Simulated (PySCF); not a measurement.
Cl₃Se (SMILES Cl[Se+](Cl)Cl), charge +1, singlet, at a GFN2-xTB geometry; DF-R2SCAN/6-31G* (PySCF).

Input for PySCF:
```python
from pyscf import gto, scf, dft

mol = gto.Mole()
mol.atom = '''
    Se   -0.17104784    0.20735202    0.48711478
    Cl   -1.49710513   -1.14549165   -0.46172271
    Cl    0.20006690    1.62349849   -1.04445615
    Cl    1.63913392   -0.89271087    0.53194930
'''
mol.basis = '6-31g*'
mol.charge = 1
mol.verbose = 4
mol.build()

mf = dft.RKS(mol)
mf.xc = 'r2scan'
mf = mf.density_fit(auxbasis='def2-universal-jkfit')
mf.kernel()
```

Q: What does PySCF print? Leave out banner, timings and long lists.

A: 
```
PySCF version 2.14.0

[INPUT] verbose = 4
[INPUT] num. atoms = 4
[INPUT] num. electrons = 84
[INPUT] charge = 1
[INPUT] spin (= nelec alpha-beta = 2S) = 0
[INPUT] symmetry False subgroup None
[INPUT] Mole.unit = angstrom
[INPUT] Symbol           X                Y                Z      unit          X                Y                Z       unit  Magmom
[INPUT]  1 Se    -0.171047840000   0.207352020000   0.487114780000 AA   -0.323233571798   0.391838529175   0.920513525428 Bohr   0.0
[INPUT]  2 Cl    -1.497105130000  -1.145491650000  -0.461722710000 AA   -2.829118675381  -2.164665496476  -0.872529467392 Bohr   0.0
[INPUT]  3 Cl     0.200066900000   1.623498490000  -1.044456150000 AA    0.378071647591   3.067967509745  -1.973736072618 Bohr   0.0
[INPUT]  4 Cl     1.639133920000  -0.892710870000   0.531949300000 AA    3.097514190285  -1.686979052722   1.005238489154 Bohr   0.0

nuclear repulsion = 572.138452226877
number of shells = 36
number of NR pGTOs = 248
number of NR cGTOs = 86
basis = 6-31g*
ecp = {}

******** <class 'pyscf.df.df_jk.DFRKS'> ********
method = DFRKS
initial guess = minao
damping factor = 0
level_shift factor = 0
DIIS = <class 'pyscf.scf.diis.CDIIS'>
diis_start_cycle = 1
diis_space = 8
diis_damp = 0
SCF conv_tol = 1e-09
SCF conv_tol_grad = None
SCF max_cycles = 50
direct_scf = False
XC library pyscf.dft.libxc version 7.1.2
    S. Lehtola, C. Steigemann, M. J. T. Oliveira, and M. A. L. Marques,  SoftwareX 7, 1–5 (2018)
XC functionals = r2scan
    J. W. Furness, A. D. Kaplan, J. Ning, J. P. Perdew, and J. Sun,  J. Phys. Chem. Lett. 11, 8208–8215 (2020)
    J. W. Furness, A. D. Kaplan, J. Ning, J. P. Perdew, and J. Sun,  J. Phys. Chem. Lett. 11, 9248–9248 (2020)
    J. W. Furness, A. D. Kaplan, J. Ning, J. P. Perdew, and J. Sun,  J. Phys. Chem. Lett. 11, 8208–8215 (2020)
    J. W. Furness, A. D. Kaplan, J. Ning, J. P. Perdew, and J. Sun,  J. Phys. Chem. Lett. 11, 9248–9248 (2020)
radial grids:
    Treutler-Ahlrichs [JCP 102, 346 (1995); DOI:10.1063/1.469408] (M4) radial grids

becke partition: Becke, JCP 88, 2547 (1988); DOI:10.1063/1.454033
pruning grids: <function nwchem_prune>
grids dens level: 3
symmetrized grids: False
atomic radii adjust function: <function treutler_atomic_radii_adjust>
small_rho_cutoff = 0
Set gradient conv threshold to 3.16228e-05
Initial guess from minao.
tot grids = 77064
init E= -3781.38413135302
  HOMO = -0.322242023859381  LUMO = -0.134812318765292  gap/eV = 5.10022
cycle= 1 E= -3781.23231377123  delta_E= 0.152  |g|= 0.663  |ddm|= 2.76
  HOMO = -0.523341004219138  LUMO = -0.430839210240834  gap/eV = 2.51710
cycle= 2 E= -3780.71863451846  delta_E= 0.514  |g|= 1.52  |ddm|= 2.74
  HOMO = -0.536736393432358  LUMO = -0.381671975687455  gap/eV = 4.21952
cycle= 3 E= -3781.36012281363  delta_E= -0.641  |g|= 0.0585  |ddm|= 1.92
  HOMO = -0.524554332416341  LUMO = -0.366444202611862  gap/eV = 4.30240
cycle= 4 E= -3781.36050976299  delta_E= -0.000387  |g|= 0.0392  |ddm|= 0.136
  HOMO = -0.526692279567809  LUMO = -0.368401973312847  gap/eV = 4.30730
cycle= 5 E= -3781.36099448003  delta_E= -0.000485  |g|= 0.00235  |ddm|= 0.0546
  HOMO = -0.526836962789802  LUMO = -0.368644431779934  gap/eV = 4.30464
cycle= 6 E= -3781.36099595794  delta_E= -1.48e-06  |g|= 0.000823  |ddm|= 0.00393
  HOMO = -0.526884387798205  LUMO = -0.368715761518165  gap/eV = 4.30399
cycle= 7 E= -3781.36099610747  delta_E= -1.5e-07  |g|= 0.000111  |ddm|= 0.000936
  HOMO = -0.526877648437124  LUMO = -0.368700386568297  gap/eV = 4.30422
cycle= 8 E= -3781.36099611097  delta_E= -3.5e-09  |g|= 3.02e-05  |ddm|= 0.000174
  HOMO = -0.526876915054634  LUMO = -0.368699910307758  gap/eV = 4.30422
cycle= 9 E= -3781.36099611131  delta_E= -3.36e-10  |g|= 9.42e-06  |ddm|= 6.91e-05
  HOMO = -0.526876195452044  LUMO = -0.368699593957055  gap/eV = 4.30420
Extra cycle  E= -3781.36099611115  delta_E= 1.61e-10  |g|= 2.15e-05  |ddm|= 5.48e-05
converged SCF energy = -3781.36099611115
```
